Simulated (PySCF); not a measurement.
# Magnesium: a sound run and one with changed settings

Sound run: Mg(2+) [Ne], Mg(3+) [He] 2s2 2p5. Computed with PySCF 2.14 in aug-cc-pVDZ (5s4p2d, 27 functions), with the non-relativistic Hamiltonian (point nucleus). In the sound run the correlated levels freeze [He] 2s2. The sound run starts from symmetry-adapted Hartree-Fock orbitals and uses a fine grid where one is needed.

Changed run: scalar relativity by spin-free X2C-1e. This setting is unsound on purpose.

```csv
species,method,sound run (hartree),changed run (hartree),converged
Mg(2+),UHF,-198.82424,-199.10294,yes
Mg(2+),MN15,-199.14943,-199.42772,yes
Mg(2+),BP86,-199.23891,-199.51734,yes
Mg(2+),MP2,-198.82609,-199.10477,yes
Mg(2+),CCSD(T),-198.82607,-199.10474,yes
Mg(3+),UHF,-195.84641,-196.12091,yes
Mg(3+),MN15,-196.10218,-196.37648,yes
Mg(3+),BP86,-196.20417,-196.47858,yes
Mg(3+),MP2,-195.84685,-196.12135,yes
Mg(3+),CCSD(T),-195.84687,-196.12137,yes
```

Ionisation energy of Mg(2+):

| method | sound run (eV) | changed run (eV) |
| --- | --- | --- |
| UHF | 81.031 | 81.145 |
| MN15 | 82.920 | 83.028 |
| BP86 | 82.579 | 82.689 |
| MP2 | 81.069 | 81.183 |
| SCS-MP2 | 81.067 | 81.181 |
| CCSD | 81.067 | 81.181 |
| CCSD(T) | 81.068 | 81.182 |

Most of the change in total energy is the relativistic energy itself. On top of that the contraction fixes the core shape for the Hamiltonian it was made with, so the changed run is not a good calculation with the other Hamiltonian either.

For comparison, NIST gives 80.144 eV between the lowest levels.
